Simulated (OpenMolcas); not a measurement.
# WCl4O (SMILES O=[W](Cl)(Cl)(Cl)Cl): methods side by side

WCl4O has 6 atoms, charge 0, and is taken as a singlet. As SMILES, `O=[W](Cl)(Cl)(Cl)Cl`. The shape is that of a PBE0-D4/def2-TZVP optimisation.

Quantity: the HOMO–LUMO gap, in eV. The values are calculated.

```tsv
level	kind	program	value (eV)	CPU time
HF/def2-SVP (core potential)	Hartree–Fock	OpenMolcas	10.30	24 s
SVWN5/def2-SVP (core potential)	LDA	OpenMolcas	2.06	41 s
PBE/def2-SVP (core potential)	GGA	OpenMolcas	2.09	54 s
r2SCAN/def2-SVP (core potential)	meta-GGA	OpenMolcas	2.34	72 s
B3LYP/def2-SVP (core potential)	global hybrid	OpenMolcas	3.53	54 s
BHLYP/def2-SVP (core potential)	global hybrid	OpenMolcas	5.90	50 s
M06-2X/def2-SVP (core potential)	hybrid meta-GGA	OpenMolcas	6.13	66 s
B2PLYP/def2-SVP (core potential)	double hybrid	OpenMolcas	6.16	42 s
```

The values span 2.06 to 10.30 eV. Orbital gaps aren't excitation energies, and those of double hybrids come from the SCF part alone; they tend to grow with the share of exact exchange. Times are those of the runs behind each value, whatever else they computed, on shared processors of several kinds: orders of magnitude only.
